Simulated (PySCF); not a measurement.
wavenumber (cm⁻¹), absorption (km/mol per cm⁻¹) and a bar:
```
        0      0.001 
        6      0.001 
       11      0.001 
       17      0.002 
       22      0.002 
       28      0.002 
       33      0.002 
       39      0.003 
       45      0.003 
       50      0.004 
       56      0.006 
       61      0.012 
       67      0.035 
       72      0.086 #
       78      0.028 
       84      0.011 
       89      0.007 
       95      0.005 
      100      0.004 
      106      0.004 
      111      0.004 
      117      0.004 
      123      0.004 
      128      0.004 
      134      0.005 
      139      0.005 
      145      0.006 
      150      0.006 
      156      0.007 
      162      0.008 
      167      0.009 
      173      0.010 
      178      0.012 
      184      0.014 
      189      0.018 
      195      0.023 
      201      0.032 
      206      0.054 
      212      0.133 #
      217      0.246 ##
      223      0.107 #
      228      0.088 #
      234      0.111 #
      240      0.174 ##
      245      0.335 ###
      251      0.885 ########
      256      3.194 ##############################
      262      1.793 #################
      268      0.536 #####
      273      0.237 ##
      279      0.131 #
      284      0.083 #
      290      0.057 #
      295      0.042 
      301      0.032 
      307      0.025 
      312      0.020 
      318      0.017 
      323      0.014 
      329      0.012
```

This is the computed harmonic infrared spectrum of doublet [SnSe2]-, Lorentzian lines of 8 cm⁻¹ full width. These are results of PySCF, UB3LYP, basis Sn def2-SVPD with ECP28, Se def2-SVPD (scalar-relativistic core potentials, no spin–orbit coupling, density fitting), not measurements.

Problem. Which bands make it up, and how are they assigned?

Solution. In C2v symmetry, counting bands above 1 % of the strongest: 72 cm⁻¹ (a1, bend, 1.1 km/mol); 216 cm⁻¹ (a1, stretch, 2.9 km/mol); 258 cm⁻¹ (b2, stretch, 46 km/mol).

Other isomers or separated fragments may lie lower. The lowest empty level of this anion is unbound, so it and the gap depend on the basis. With an element this heavy the missing spin–orbit coupling can shift these numbers.
